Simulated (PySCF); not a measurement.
## Computed properties of BClH5NO2Si, SMILES OB(O)N[SiH2]Cl

BClH5NO2Si, SMILES OB(O)N[SiH2]Cl. Geometry optimised at ωB97X-D3(BJ)/def2-SVP. The structure was generated by enumeration, and PubChem lists no compound with its InChIKey, so it may never have been made. Other conformers were not sampled. All values are computed for the isolated molecule unless a solvent is named; none is compared with measurement here.

**Structure.** The optimised structure has Cs symmetry. All 27 harmonic modes at ωB97X-D3(BJ)/def2-SVP (PySCF) are real, so it is a minimum. With heavy atoms numbered as in [SiH2:1]([Cl:2])[NH:3][B:4]([OH:5])[OH:6], the shortest bond between them is B4–O5 at 1.373 Å and the longest Si1–Cl2 at 2.075 Å.

**Vibrations.** The strongest infrared lines (harmonic, unscaled, degenerate partners summed) lie at 1499 cm⁻¹ (741 km/mol, B 65 %, N 18 %, H 9 %, O 9 %), 1431 cm⁻¹ (362 km/mol, B 71 %, O 18 %), 913 cm⁻¹ (309 km/mol, H 86 %). The softest mode is at 46 cm⁻¹ and the zero-point energy is 44.3 kcal/mol.

**Electronic structure.** B3LYP/def2-TZVP (PySCF) places the frontier levels at -7.60 and -0.38 eV, a gap of 7.22 eV, and gives a dipole moment of 3.90 D and a mean polarisability of 63.7 bohr³. PBE/def2-TZVP (PySCF) at the same geometry gives -6.43 and -0.87 eV, so its gap is 1.66 eV narrower. An orbital gap is neither the optical nor the fundamental gap.

**Excitations.** TDA-PBE0/def2-SVPD (PySCF) has S1 at 6.34 eV (196 nm, f = 0.000, dark); the most intense of the 10 singlets computed lies at 7.88 eV (f = 0.03). T1 (TDA) is at 6.20 eV, 0.14 eV under S1. TDA-PBE/def2-SVPD (PySCF) puts S1 at 5.32 eV. No vertical singlet excitation falls in the visible range (under 3.1 eV).

**NMR.** GIAO shifts at HF/pcSseg-1 (PySCF) (non-relativistic, atoms alike by connectivity averaged): ¹H from 2.1 to 5.1 ppm against TMS; ²⁹Si at -21.0 ppm against TMS; ¹¹B at 11.4 ppm against BF3. Without spin–orbit terms, shifts of atoms bonded to Cl or Br come out too high.
